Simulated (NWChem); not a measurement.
# Basis-set convergence for F₂Si

```xyz
3

Si     0.0000     0.0000     0.5906
F     -1.2660     0.0000    -0.4594
F      1.2660     0.0000    -0.4594
```
Charge 0, spin multiplicity 1.

Program: NWChem. All single points use one geometry, from PBE/def2-SVP, a minimum by its harmonic frequencies.

Quantity: vertical ionisation energy at the level ΔPBE0 (Δ: difference of total energies, the cation a doublet at the parent's geometry with its hole in an orbital of symmetry a1 (C2v labels); it is the state that the SCF runs reached, from PBE0 orbitals for Hartree-Fock references, and need not be the lowest).

The Pople sets run with spherical d functions. The structure started from a generated list of species. The stability of the SCF solutions was not checked.

Relative cost: rough, from shared machines, SCF included, cc-pVDZ = 1.

```
basis        functions  vertical ionisation energy (eV)  relative cost
-----------  ---------  -------------------------------  -------------
cc-pVDZ             46                            11.10              1
def2-SVP            46                            11.09        under 3
pcseg-1             46                            11.27        under 3
6-31+G*             58                            11.28        under 3
def2-SVPD           70                            11.26        under 3
aug-cc-pVDZ         73                                ?        under 3
6-311++G**          74                                ?        under 3
cc-pVTZ             94                                ?        under 3
def2-TZVPP         104                            11.15        under 3
cc-pVQZ            169                            11.16              8
```

**Question.** What belongs in the gaps?

**Answer.** 
- aug-cc-pVDZ, vertical ionisation energy (eV): 11.23
- 6-311++G**, vertical ionisation energy (eV): 11.35
- cc-pVTZ, vertical ionisation energy (eV): 11.13
